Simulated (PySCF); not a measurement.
## Telling isomers of C7H10O2Si apart by NMR

- GFN2-xTB structure
- shieldings: GIAO PBE0/pcSseg-1
- code: PySCF 2.14
- averaged over atoms made equivalent by symmetry, fast rotation or ring inversion, a single conformation, no solvent, relativity neglected

References, each an isolated molecule treated in the same way: $^{1}$H (31.72 ppm), $^{13}$C (186.93 ppm) vs TMS. Where no couplings were computed, multiplicities follow the n + 1 count of equivalent neighbours, and m marks all less simple cases (inequivalent or close neighbours, rings, F or P nearby). Acid and N–H amide carbonyl carbons lie up to 10 ppm further downfield in solution (hydrogen bonding). Shifts are as computed. Against solution values, carbons near 30 ppm lie about +3 ppm off and those near 130 ppm about +5 ppm. Of 1309 compounds with measured shifts, 239 miss one by over three times the rms of a fit or turn the order of signals round; such compounds aren't used in these exercises. OH and NH positions are gas-phase values without hydrogen bonding to other molecules.

(1) Tabulate the signals of `C=CCC1=COC(=O)[SiH2]C1`, `CC1=C[SiH2]C(C)=C1C(=O)O`, `Cc1cc(C[SiH3])coc1=O`, `CC#C[Si@@]1(C)C[C@@H]1C(=O)O` and their relative energies.

(2) What is the quickest way to tell Cc1cc(C[SiH3])coc1=O from CC#C[Si@@]1(C)C[C@@H]1C(=O)O?

(3) What is the quickest way to tell C=CCC1=COC(=O)[SiH2]C1 from CC1=C[SiH2]C(C)=C1C(=O)O?

(4) What is the quickest way to tell C=CCC1=COC(=O)[SiH2]C1 from Cc1cc(C[SiH3])coc1=O?

Answers

(1) 
| SMILES | carbon types | δC | δH | E rel. (kcal/mol) |
| --- | --- | --- | --- | --- |
| C=CCC1=COC(=O)[SiH2]C1 | 2×C 2×CH 3×CH2 | 181.7, 146.7, 144.9, 123.4, 118.3, 48.7, 13.3 | 6.67 (s, 1H), 5.91 (m, 1H), 5.48 (m, 1H), 5.38 (m, 1H), 4.28 (m, 2H), 2.77 (d, 2H), 1.73 (m, 2H) | 22.5 |
| CC1=C[SiH2]C(C)=C1C(=O)O | 4×C 1×CH 2×CH3 | 171.6, 170.6, 167.8, 149.3, 121.2, 26.3, 20.8 | 6.38 (br s, 1H), 5.52 (t, 1H), 4.57 (m, 2H), 2.54 (s, 3H), 2.45 (s, 3H) | 0.6 |
| Cc1cc(C[SiH3])coc1=O | 3×C 2×CH 1×CH2 1×CH3 | 165.5, 152.8, 146.3, 134.2, 122.4, 21.6, 14.0 | 7.42 (s, 1H), 7.14 (s, 1H), 3.89 (t, 3H), 2.22 (s, 3H), 1.81 (q, 2H) | 0.0 |
| CC#C[Si@@]1(C)C[C@@H]1C(=O)O | 3×C 1×CH 1×CH2 2×CH3 | 181.6, 111.7, 82.4, 19.6, 10.2, 5.8, -8.9 | 5.69 (br s, 1H), 2.14 (m, 1H), 2.06 (s, 3H), 1.35 (m, 1H), 1.23 (m, 1H), 0.54 (s, 3H) | 17.3 |

Energies are electronic energies at PBE0/pcSseg-1 on these geometries, without zero-point or thermal terms, each for the one conformer computed, which needn't be the lowest.

(2) Both give the same number of carbon signals, but DEPT or the intensities differ. The first has a unsaturated ring CH at 152.8 ppm, the second a three-membered-ring carbon (CH) at 19.6 ppm. Their most deshielded carbons lie at 165.5 and 181.6 ppm. In the proton spectra the most deshielded non-exchanging signals are 7.42 (s, 1H) and 2.14 (m, 1H).

(3) Both give the same number of carbon signals, but DEPT or the intensities differ. The first has a terminal =CH2 carbon at 123.4 ppm, the second an allylic methyl carbon (CH3) at 26.3 ppm. Their most deshielded carbons lie at 181.7 and 171.6 ppm. In the proton spectra the most deshielded non-exchanging signals are 6.67 (s, 1H) and 5.52 (t, 1H).

(4) Both give the same number of carbon signals, but DEPT or the intensities differ. The first has a terminal =CH2 carbon at 123.4 ppm, the second a methyl carbon on an unsaturated ring (CH3) at 21.6 ppm. Their most deshielded carbons lie at 181.7 and 165.5 ppm. In the proton spectra the most deshielded non-exchanging signals are 6.67 (s, 1H) and 7.42 (s, 1H).
